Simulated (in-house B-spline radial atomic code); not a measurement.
Settings and results of a run for Se VIII (Se7+). Computed with a B-spline radial code for spherical atoms: Dirac-Kohn-Sham LC-wPBE, spherical fractional occupations, Fermi nucleus of rms radius 4.14 fm.

Command:
```bash
python run_scf.py task.json out
```
Settings (nuclear radius in fm, mass in u):
```
Z                34
configuration    [Ar] 3d9
hamiltonian      dirac
method           lc_wpbe
spin_polarised   False
nucleus          fermi
rms_radius       4.14
atomic_mass      79.91652
speed_of_light   137.035999084
```

Output (hartree, bohr):
```
 radial grid: 64 intervals, B-splines of order 8, outer radius 8.961 bohr

 iter        energy (Eh)    residual
    1       -2388.742873    1.21e+00
    2       -2404.207500    9.22e-01
    3       -2414.231514    2.01e-01
    4       -2414.807512    3.87e-02
    5       -2414.818064    2.41e-02
    6       -2414.826280    1.57e-03
    7       -2414.826288    6.83e-05
    8       -2414.826288    3.52e-06
    9       -2414.826288    5.20e-08

 total energy                     -2414.82629
 kinetic                            2473.1922
 electron-nucleus                  -5707.8599
 Hartree                             903.9948
 exact exchange                       -5.8211
 exchange-correlation                -78.3322

 first-order corrections (not in the total)
   Gaunt                             1.2910
   retardation                      -0.1222
   frequency dependence             -0.0052
   self-energy                       0.8664
   Uehling                          -0.0860
   Wichmann-Kroll                    0.0009
   recoil                            0.0121

 orbital      occ     eigenvalue          <r>       <r^2>       <1/r>     <1/r^2>       <r^4>       r_max    small
 1s1/2      2.000      -464.2939    0.0440756  0.00261563     34.5666      2480.9 1.76254e-05     0.02879  1.52e-02
 2s1/2      2.000       -63.8776     0.195563   0.0451589     7.68931     255.832  0.00353398      0.1645  2.98e-03
 2p1/2      2.000       -57.7986     0.168426   0.0348252     7.65231     83.2069  0.00244827      0.1296  2.97e-03
 2p3/2      4.000       -56.2630     0.172215     0.03628     7.41594     75.1664  0.00263578      0.1327  2.91e-03
 3s1/2      2.000       -12.4834     0.566768    0.368989     2.53016     42.5127    0.214302      0.4999  7.24e-04
 3p1/2      2.000       -10.3910     0.571831    0.382083     2.41714     13.4076    0.243475      0.4915  6.76e-04
 3p3/2      4.000       -10.1675     0.581485    0.394848     2.36199     12.1534    0.259634      0.4998  6.59e-04
 3d3/2      3.600        -6.5075     0.590515    0.425678     2.12568      5.8711    0.366808      0.4435  5.51e-04
 3d5/2      5.400        -6.4716     0.593885    0.430362     2.11178     5.78248    0.374471      0.4461  5.47e-04
```

Run time, properties included: 2.5 s on 1 thread of Arm Neoverse V1 (shared host).

For the Dirac Hamiltonian the kinetic term is c α·p + (β - 1)c².

Caution: exact exchange at fractional occupations of open shells leaves self-interaction of up to several eV.
